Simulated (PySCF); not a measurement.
Si(H)(F)2(OH), H2F2OSi, SMILES [SiH](F)(F)O (CAM-B3LYP/def2-SVP optimised geometry):

```
6

Si    -0.775    -0.386     0.000
O      0.852    -0.386     0.000
F     -1.346    -1.048     1.348
F     -1.345     1.117     0.000
H     -1.256    -1.117    -1.172
H      1.345     0.056     0.699
```

Level of theory: PySCF 2.14.0 with CAM-B3LYP/def2-TZVP.

Problem. What are the frontier orbital energies and the dipole moment?

Solution. HOMO-2 -12.66 eV, HOMO-1 -12.43 eV, HOMO -11.88 eV, LUMO 1.31 eV, LUMO+1 2.23 eV; dipole moment 1.18 D.

On the same geometry PySCF with PBE/def2-TZVP gives HOMO-2 -9.36 eV, HOMO-1 -9.16 eV, HOMO -8.48 eV, LUMO -0.40 eV, LUMO+1 0.42 eV; dipole moment 1.18 D.

Meta-Löwdin charges at CAM-B3LYP/def2-TZVP: Si1 1.50, O2 -0.74, F3 -0.50, F4 -0.50, H5 -0.12, H6 0.36.
